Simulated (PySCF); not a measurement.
How methods differ on the ionisation energy of In+

In+ [Kr] 4d10 5s2 (1S) → In(2+) [Kr] 4d10 5s1 (2S), as a difference of total energies. All numbers are calculated (PySCF 2.14, scalar relativity by spin-free X2C-1e, in aug-cc-pVTZ-DK3 (8s7p5d2f, 68 functions)). Correlated levels: valence: [Kr] 4d10 frozen. The calculations carry no spin-orbit coupling.

```json
{"method": "UHF", "ionisation energy (eV)": "17.020"}
{"method": "MP2 (valence)", "ionisation energy (eV)": "17.651"}
{"method": "SCS-MP2 (valence)", "ionisation energy (eV)": "17.777"}
{"method": "CCSD (valence)", "ionisation energy (eV)": "17.909"}
```

Task: How much does correlation contribute at MP2 (valence)?

Result: 17.651 − (17.020) = 0.631 eV, measured against UHF.

Errors of the correlated levels include the incompleteness of this basis and the frozen core.

With two correlated electrons CCSD is exact in that space.

For comparison: 18.870 eV (measured; NIST Atomic Spectra Database, ionization energies).
